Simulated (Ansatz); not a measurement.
Input for Ansatz (an electronic-structure program): R-CCSD(T)/def2-TZVPP on H2PbS2 (SMILES [SH][Pb][SH]), a point of a torsion scan. Elements past Kr take the def2 small-core potentials; no spin–orbit coupling. The run froze 19 orbitals, filled d shells among them.

Ansatz 0.2 input:
```yaml
crystal:
  periodic: [false, false, false]
  atoms:
    - {symbol: S, position_ang: [1.97558488, 0.01514448, -0.45010375]}
    - {symbol: Pb, position_ang: [-0.24988688, 0.03320626, 0.73429672]}
    - {symbol: S, position_ang: [-1.79210345, 0.44372841, -1.21739595]}
    - {symbol: H, position_ang: [1.62430527, 0.22531101, -1.70627022]}
    - {symbol: H, position_ang: [-0.94763036, 0.50582936, -2.23155458]}
basis:
  gaussian:
    orbitals: def2-TZVPP
magnetization: {spin_polarized: false}
correlation: {method: ccsd_t, electrons: outside_noble_gas}
scf: {lower_state_search: off}
```

Problem. Give the final energy of this run.

Solution. -988.6534 hartree (reference determinant -988.1578, T1 diagnostic 0.015).

Problem. How many basis functions does it have, and what does it roughly cost on one machine?

Solution. 162 functions; about 18 core-seconds (a rough figure).
